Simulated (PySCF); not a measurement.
A PySCF script (with the pyscf-properties extension) for the NMR shieldings of SMILES BN(B)BC1CC1, C$_{3}$H$_{10}$B$_{3}$N, on a GFN2-xTB geometry:

```python
import basis_set_exchange as bse
import numpy as np
from pyscf import gto, dft
from pyscf.prop import nmr

atoms = """
B     1.914873    0.100822   -1.309188
N     1.577167    0.126689    0.076145
B     2.593349    0.001774    1.070376
B     0.204752    0.313113    0.510729
C    -0.986073   -0.264306   -0.290476
C    -2.246506   -0.708843    0.432912
C    -2.283876    0.521758   -0.390431
H     1.095859    0.319127   -2.117351
H     3.021770   -0.096760   -1.631867
H     2.320382    0.136618    2.201126
H     3.689563   -0.251454    0.750792
H     0.004112    0.894263    1.510282
H    -0.762794   -0.853061   -1.173638
H    -2.740494   -1.596089    0.065525
H    -2.272514   -0.608542    1.507138
H    -2.804312    0.502319   -1.336307
H    -2.332257    1.474604    0.114324
"""
names = dict.fromkeys(["B", "N", "C", "H"], "pcSseg-1")
basis = {el: gto.basis.parse(bse.get_basis(n, elements=[el], fmt="nwchem")) for el, n in names.items()}
mol = gto.M(atom=atoms, basis=basis, charge=0, verbose=0)
mf = dft.RKS(mol, xc="PBE0")
mf.grids.level = 2
mf.grids.alignment = dft.numint.BLKSIZE   # the property module wants whole blocks of grid points
mf.conv_tol = 1e-9
mf.kernel()

calc = nmr.RKS(mf)   # GIAO
C = mf.mo_coeff
Co = C[:, mf.mo_occ > 0]
resp = mf.gen_response(singlet=True, hermi=2)
def vind(x):   # induced exchange potential for any number of trial vectors
    d = np.einsum("pi,xij,qj->xpq", C, 2 * x.reshape(-1, C.shape[1], Co.shape[1]), Co, optimize=True)
    return np.einsum("xpq,pi,qj->xij", resp(d - d.transpose(0, 2, 1)), C, Co, optimize=True).ravel()
mo1, _ = nmr.rhf.solve_mo1(calc, with_cphf=vind)
sigma = calc.kernel(mo1)
for i, s in enumerate(sigma):   # ppm
    print("%2d %-2s %9.2f" % (i, mol.atom_pure_symbol(i), np.trace(s) / 3))
```

Task: What does it print?

Result: 
```
 0 B      42.68
 1 N      25.11
 2 B      41.78
 3 B      34.44
 4 C     172.08
 5 C     177.40
 6 C     178.08
 7 H      25.45
 8 H      25.62
 9 H      25.73
10 H      25.64
11 H      26.03
12 H      31.26
13 H      30.68
14 H      30.79
15 H      30.70
16 H      30.78
```

These numbers come from an equivalent density-fitted implementation of the same equations, which agrees with the script to about 0.01 ppm for H and up to a few tenths of a ppm for heavy atoms, so last digits may differ.

Size and cost of the density-fitted run: 169 basis functions, 56 s wall time on 1 thread of an Intel Xeon, shared host; peak memory 0.75 GiB.
